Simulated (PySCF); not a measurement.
What does the GFN2-xTB structure of `FC(F)=C(F)C(F)(F)C(F)(F)F` look like in three dimensions?

```
atom  x, y, z in Å
F1    -3.128   -0.025   -0.418
C2    -1.972    0.310    0.103
F3    -2.034    1.480    0.689
C4    -0.878   -0.449    0.029
F5    -0.926   -1.627   -0.605
C6     0.482   -0.114    0.600
F7     0.908   -1.091    1.428
F8     0.443    1.019    1.324
C9     1.544    0.074   -0.533
F10    2.700    0.500   -0.045
F11    1.759   -1.058   -1.190
F12    1.103    0.980   -1.408
```

Any rigid rotation of these coordinates is as good. Atoms count from 1 in this order. The 8 C–F bonds span 1.309 Å (C2–F3, drawn single) to 1.349 Å (C6–F7, drawn single), a spread of 0.040 Å. Of the pairs four or more bonds apart, F3···F8 is among the closest relative to their van der Waals radii: 2.60 Å, 88 % of the sum of Bondi's values. The 3 C–C bonds span 1.333 Å (C2=C4, drawn double) to 1.564 Å (C6–C9, drawn single), a spread of 0.231 Å.

Bonds between heavy atoms (Å): F1–C2 1.311, C2–F3 1.309, C2=C4 1.333, C4–F5 1.339, C4–C6 1.513, C6–F7 1.349, C6–F8 1.345, C6–C9 1.564, C9–F10 1.324, C9–F11 1.327, C9–F12 1.335.

Computed geometry: GFN2-xTB, gas phase.

Point group: C1 (no symmetry element, even within 0.4 Å). Stationary, but not proved a minimum. One conformer, not necessarily the lowest (C2–C4–C6–F7 124°).
